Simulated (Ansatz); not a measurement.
`[CH3][GaH2]`, relaxed with RKS PBE0-D4/def2-TZVP in Ansatz from a GFN2-xTB geometry. The force threshold is 0.005 eV/Å; the program also tests the step.

Total charge 0; spin multiplicity 1.

Start:

```xyz
7

C    -0.584   -0.236   -0.710
Ga    0.663    0.267    0.797
H    -1.631   -0.085   -0.428
H    -0.388    0.368   -1.601
H    -0.468   -1.291   -0.977
H     0.966   -0.663    2.038
H     1.442    1.639    0.881
```

(1) How much energy does the relaxation release, and in how many steps? (Best estimate.)

(2) Which bonds change most? (Best estimate.)

(3) Give the relaxed structure. (Best estimate.)

Answers

(1) The calculation gave: 4.48 kJ/mol, in 4 steps.

(2) Ansatz gave: C1–Ga2 from 2.019 to 1.966 Å; Ga2–H7 from 1.581 to 1.574 Å; Ga2–H6 from 1.580 to 1.574 Å; C1–H4 from 1.095 to 1.090 Å.

(3) The calculation gave: 
```xyz
7

C    -0.542   -0.226   -0.688
Ga    0.661    0.268    0.786
H    -1.578   -0.068   -0.367
H    -0.375    0.376   -1.582
H    -0.446   -1.284   -0.942
H     0.888   -0.726    1.987
H     1.392    1.661    0.805
```
